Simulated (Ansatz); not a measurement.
One change: `[CH3][Ti]([OH])([F])[Cl]` becomes `[OH][Ti]([F])([Cl])[SeH]`.

Ansatz, PBE0-D4/def2-TZVP geometries, multiplicity 1. Each molecule was computed in one conformer, which needn't be the lowest.

Scalar relativity is left out up to krypton. Spin–orbit coupling is left out; it splits and shifts lone-pair levels of the heavy atoms by tenths of an eV.

| property | `[CH3][Ti]([OH])([F])[Cl]` |
| --- | --- |
| HOMO–LUMO gap (PBE0/def2-TZVPP) / eV | 6.15 |
| HOMO–LUMO gap (ωB97M-V/def2-TZVPP) / eV | 10.80 |
| size of the dipole moment (ωB97M-V/def2-TZVPP) / D | 2.42 |
| HOMO energy (ωB97M-V/def2-TZVPP) / eV | -10.81 |
| LUMO energy (PBE/def2-TZVPP) / eV | -3.35 |
| LUMO energy (ωB97M-V/def2-TZVPP) / eV | -0.02 |

Problem. What does the change do to each property? (Best estimate.)

Solution. The calculation gave: 
```
                                          property  `[OH][Ti]([F])([Cl])[SeH]`  shift
              HOMO–LUMO gap (PBE0/def2-TZVPP) / eV                        4.73  -1.42
           HOMO–LUMO gap (ωB97M-V/def2-TZVPP) / eV                        8.92  -1.88
size of the dipole moment (ωB97M-V/def2-TZVPP) / D                        2.26  -0.16
             HOMO energy (ωB97M-V/def2-TZVPP) / eV                       -9.58   1.23
                 LUMO energy (PBE/def2-TZVPP) / eV                       -3.63  -0.28
             LUMO energy (ωB97M-V/def2-TZVPP) / eV                       -0.66  -0.64
```

With PBE0 the HOMO rises by 0.94 eV and the LUMO falls by 0.48 eV, so the gap narrows by about 1.42 eV. PBE moves the HOMO by 0.57 eV and ωB97M-V by 1.23 eV. Dipoles are sizes alone; their direction can turn.
